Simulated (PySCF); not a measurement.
# Working out the ionisation energy of P⁺

P⁺ [Ne] 3s2 3p2 (3P) → P²⁺ [Ne] 3s2 3p1 (2P). All numbers are calculated (PySCF 2.14, scalar relativity by spin-free X2C-1e, in Sapporo-DZP-2012). Frozen: [Ne]. Energies in hartree (1 hartree = 27.21139 eV):

```json
{"part": "UHF", "P⁺ (lower)": "-341.049245", "P²⁺ (upper)": "-340.343657"}
{"part": "CCSD correlation", "P⁺ (lower)": "-0.072217", "P²⁺ (upper)": "-0.057474"}
{"part": "(T)", "P⁺ (lower)": "-0.000997", "P²⁺ (upper)": "-0.000614"}
```

Question: What does Hartree-Fock give?

Answer: (-340.343657) − (-341.049245) = 0.705588 hartree = 19.200 eV.

Question: What do CCSD and CCSD(T) give?

Answer: The CCSD correlation energies differ by 0.014743 hartree = 0.401 eV and the triples by 0.000383 hartree = 0.010 eV, so CCSD gives 19.601 eV and CCSD(T) 19.611 eV.

Reference: 19.769 eV (semi-empirical (NIST evaluation); NIST Atomic Spectra Database, ionization energies), between the lowest levels; spin-orbit coupling is absent from the calculation.

A double-zeta basis recovers only part of the correlation energy.

What remains against the reference includes basis incompleteness, the frozen core and higher excitations.
